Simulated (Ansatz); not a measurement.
Basis-set extrapolation for C2H4AlFS (PBE0-D4/def2-TZVP geometry, frozen core, Ansatz 0.2.0). Multiplicity 1, RHF reference.

```csv
,def2-TZVPP,def2-QZVPP
HF,-817.009703,-817.035694
MP2 correlation,-0.819163,-0.885502
CCSD(T) correlation,-0.897974,not run
```

Energies in hartree. Use E(X) = E(∞) + A·exp(−7.88·√X) for Hartree–Fock and E(X) = E(∞) + B·X^(−2.97) for correlation, with X = 3 and 4, and add CCSD(T) minus MP2 of the smaller set to the MP2 limit.

What is the CCSD(T) energy at the basis-set limit?

HF limit: -817.035694 + (-0.025991) × 0.13774 = -817.03927. MP2 limit: -0.885502 + (-0.066339) × 0.74074 = -0.93464. Higher-order term: -0.897974 − (-0.819163) = -0.07881. Total: -818.05272 hartree, 3.95 eV below CCSD(T)/def2-TZVPP.
